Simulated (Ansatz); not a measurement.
Ansatz (a quantum-chemistry and plane-wave program) input file for C2H8BNO2, SMILES O(C)CB(N)O, PBE-D3(BJ)/def2-SVP. 

Ansatz 0.2 input:
```yaml
crystal:
  periodic: [false, false, false]
  atoms:
    - {symbol: C, position_ang: [-0.09553477, -2.60786095, -0.00000000]}
    - {symbol: O, position_ang: [0.36961403, -1.28939184, 0.00000000]}
    - {symbol: C, position_ang: [-0.65393600, -0.31621980, -0.00000000]}
    - {symbol: B, position_ang: [-0.02789924, 1.15059037, -0.00000000]}
    - {symbol: N, position_ang: [1.36330715, 1.29067252, 0.00000000]}
    - {symbol: O, position_ang: [-0.82575212, 2.27283755, -0.00000000]}
    - {symbol: H, position_ang: [-0.71220276, -2.83138638, -0.89564106]}
    - {symbol: H, position_ang: [-0.71220277, -2.83138638, 0.89564106]}
    - {symbol: H, position_ang: [0.77618946, -3.27963395, 0.00000000]}
    - {symbol: H, position_ang: [-1.31825834, -0.44637635, -0.88550956]}
    - {symbol: H, position_ang: [-1.31825833, -0.44637635, 0.88550957]}
    - {symbol: H, position_ang: [1.95441759, 0.46898748, -0.00000001]}
    - {symbol: H, position_ang: [1.84010882, 2.18301968, 0.00000000]}
    - {symbol: H, position_ang: [-1.76751818, 2.07241144, 0.00000001]}
basis:
  gaussian:
    orbitals: def2-SVP
hamiltonian:
  xc: pbe
  dispersion: d3bj
relax: {f_tol: 0.002, max_steps: 200}
```

Log of the run:

```
WARN ansatz: RAYON_NUM_THREADS=1 ignored (pool sized by the plan → 1); use --threads N
Functional definition: PBE
integrals: 0.07 GiB planned
1392 factors; their error is unknown
mean field: 0.37 GiB planned
mean field evaluation 1: about -8435.3644 eV, gradient 8.5e1 eV
mean field evaluation 2: about -8409.4340 eV, gradient 1.4e2 eV
mean field evaluation 4: about -8450.4214 eV, gradient 9.1e0 eV
mean field evaluation 8: about -8450.5807 eV, gradient 1.7e-1 eV
mean field evaluation 16: about -8450.5265 eV, gradient 1.6e-3 eV
mean field -8450.52646602 eV, -310.5511196536 hartree, gradient 2.8e-5 eV, S^2 0.000000; 0 other end points of the search recorded, 0 dependent functions left out
the calculation of the forces begins
reference -8450.52650357 eV, -310.5511210337 hartree; 24, 24 occupied and 100, 100 virtual orbitals, 1392 factors
relax step   1: F+E_penalty+E_count = -8450.77346559 eV  Δ(F+E_penalty+E_count) = +0.000e0 eV  max|allowed force component| = 4.178e-1 eV/Å  Δτ_max = 0.0000 Å  (32 SCF iters, accepted)
these checks for a lower state are left out or cut short: starts, cluster_reference, orbital_swaps, neighbouring_geometries, increment
integrals: 0.07 GiB planned
1392 factors; their error is unknown
mean field: 0.37 GiB planned
mean field -8450.53990120 eV, -310.5516133873 hartree, gradient 2.6e-5 eV, S^2 0.000000; 0 other end points of the search recorded, 0 dependent functions left out
the calculation of the forces begins
reference -8450.53993888 eV, -310.5516147720 hartree; 24, 24 occupied and 100, 100 virtual orbitals, 1392 factors
relax step   2: F+E_penalty+E_count = -8450.78637285 eV  Δ(F+E_penalty+E_count) = -1.291e-2 eV  max|allowed force component| = 1.940e-1 eV/Å  Δτ_max = 0.0091 Å  (31 SCF iters, accepted)
these checks for a lower state are left out or cut short: starts, cluster_reference, orbital_swaps, neighbouring_geometries, increment
integrals: 0.07 GiB planned
1392 factors; their error is unknown
mean field: 0.37 GiB planned
mean field evaluation 32: about -8450.5417 eV, gradient 2.1e-1 eV
mean field -8450.54177644 eV, -310.5516823012 hartree, gradient 2.6e-5 eV, S^2 0.000000; 0 other end points of the search recorded, 0 dependent functions left out
the calculation of the forces begins
reference -8450.54181417 eV, -310.5516836879 hartree; 24, 24 occupied and 100, 100 virtual orbitals, 1392 factors
relax step   3: F+E_penalty+E_count = -8450.78803848 eV  Δ(F+E_penalty+E_count) = -1.666e-3 eV  max|allowed force component| = 5.130e-2 eV/Å  Δτ_max = 0.0059 Å  (32 SCF iters, accepted)
these checks for a lower state are left out or cut short: starts, cluster_reference, orbital_swaps, neighbouring_geometries, increment
integrals: 0.07 GiB planned
1392 factors; their error is unknown
mean field: 0.37 GiB planned
mean field -8450.54183347 eV, -310.5516843970 hartree, gradient 2.6e-5 eV, S^2 0.000000; 0 other end points of the search recorded, 0 dependent functions left out
the calculation of the forces begins
reference -8450.54187120 eV, -310.5516857835 hartree; 24, 24 occupied and 100, 100 virtual orbitals, 1392 factors
relax step   4: F+E_penalty+E_count = -8450.78820648 eV  Δ(F+E_penalty+E_count) = -1.680e-4 eV  max|allowed force component| = 1.106e-2 eV/Å  Δτ_max = 0.0118 Å  (32 SCF iters, accepted)
these checks for a lower state are left out or cut short: starts, cluster_reference, orbital_swaps, neighbouring_geometries, increment
integrals: 0.07 GiB planned
1392 factors; their error is unknown
mean field: 0.37 GiB planned
mean field -8450.54185198 eV, -310.5516850773 hartree, gradient 9.0e-6 eV, S^2 0.000000; 0 other end points of the search recorded, 0 dependent functions left out
the calculation of the forces begins
reference -8450.54188971 eV, -310.5516864640 hartree; 24, 24 occupied and 100, 100 virtual orbitals, 1392 factors
relax step   5: F+E_penalty+E_count = -8450.78822799 eV  Δ(F+E_penalty+E_count) = -2.151e-5 eV  max|allowed force component| = 5.697e-3 eV/Å  Δτ_max = 0.0027 Å  (25 SCF iters, accepted)
these checks for a lower state are left out or cut short: starts, cluster_reference, orbital_swaps, neighbouring_geometries, increment
integrals: 0.07 GiB planned
1392 factors; their error is unknown
mean field: 0.37 GiB planned
mean field -8450.54182396 eV, -310.5516840475 hartree, gradient 1.6e-5 eV, S^2 0.000000; 0 other end points of the search recorded, 0 dependent functions left out
the calculation of the forces begins
reference -8450.54186169 eV, -310.5516854340 hartree; 24, 24 occupied and 100, 100 virtual orbitals, 1392 factors
relax step   6: F+E_penalty+E_count = -8450.78822843 eV  Δ(F+E_penalty+E_count) = -4.413e-7 eV  max|allowed force component| = 4.716e-3 eV/Å  Δτ_max = 0.0017 Å  (23 SCF iters, accepted)
these checks for a lower state are left out or cut short: starts, cluster_reference, orbital_swaps, neighbouring_geometries, increment
integrals: 0.07 GiB planned
1392 factors; their error is unknown
mean field: 0.38 GiB planned
mean field evaluation 64: about -8450.5418 eV, gradient 7.2e-5 eV
mean field -8450.54184408 eV, -310.5516847869 hartree, gradient 7.2e-5 eV, S^2 0.000000; 0 other end points of the search recorded, 0 dependent functions left out
the calculation of the forces begins
reference -8450.54188181 eV, -310.5516861735 hartree; 24, 24 occupied and 100, 100 virtual orbitals, 1392 factors
relax step   7: F+E_penalty+E_count = -8450.78823095 eV  Δ(F+E_penalty+E_count) = -2.524e-6 eV  max|allowed force component| = 6.882e-4 eV/Å  Δτ_max = 0.0008 Å  (21 SCF iters, accepted)
integrals: 0.07 GiB planned
1392 factors; their error is unknown
mean field: 0.38 GiB planned
mean field -8450.54184408 eV, -310.5516847869 hartree, gradient 7.2e-5 eV, S^2 0.000000; 1 other end points of the search recorded, 0 dependent functions left out
the calculation of the forces begins
reference -8450.54188181 eV, -310.5516861735 hartree; 24, 24 occupied and 100, 100 virtual orbitals, 1392 factors
Total energy: -8450.78826868 eV, -310.5607407241 hartree
Atom 0 at    -0.093398    -2.607514    -0.000000 Å, force     0.000529     0.000113     0.000000 eV/Å
Atom 1 at     0.379690    -1.286965    -0.000000 Å, force    -0.000616     0.000289    -0.000000 eV/Å
Atom 2 at    -0.653104    -0.316390     0.000000 Å, force     0.000319    -0.000385    -0.000000 eV/Å
Atom 3 at    -0.031069     1.157187     0.000000 Å, force     0.000124     0.000292    -0.000000 eV/Å
Atom 4 at     1.366999     1.294098     0.000000 Å, force     0.000688     0.000372     0.000000 eV/Å
Atom 5 at    -0.829388     2.289010     0.000000 Å, force    -0.000155    -0.000328     0.000000 eV/Å
Atom 6 at    -0.716726    -2.833698    -0.901659 Å, force    -0.000149     0.000006     0.000191 eV/Å
Atom 7 at    -0.716726    -2.833698     0.901659 Å, force    -0.000149     0.000006    -0.000191 eV/Å
Atom 8 at     0.782373    -3.286936    -0.000000 Å, force     0.000131    -0.000254     0.000000 eV/Å
Atom 9 at    -1.325022    -0.450916    -0.890910 Å, force    -0.000088     0.000071     0.000212 eV/Å
Atom 10 at    -1.325022    -0.450916     0.890910 Å, force    -0.000088     0.000071    -0.000212 eV/Å
Atom 11 at     1.953648     0.460411    -0.000000 Å, force    -0.000361    -0.000351     0.000000 eV/Å
Atom 12 at     1.854943     2.187999    -0.000000 Å, force    -0.000122     0.000012    -0.000000 eV/Å
Atom 13 at    -1.775122     2.068214     0.000000 Å, force    -0.000065     0.000086    -0.000000 eV/Å
Dipole moment:    -0.145640    -0.190294    -0.000000 e Å
```

Self-consistency was reached.

Cost: about 22 core-seconds (a rough figure).
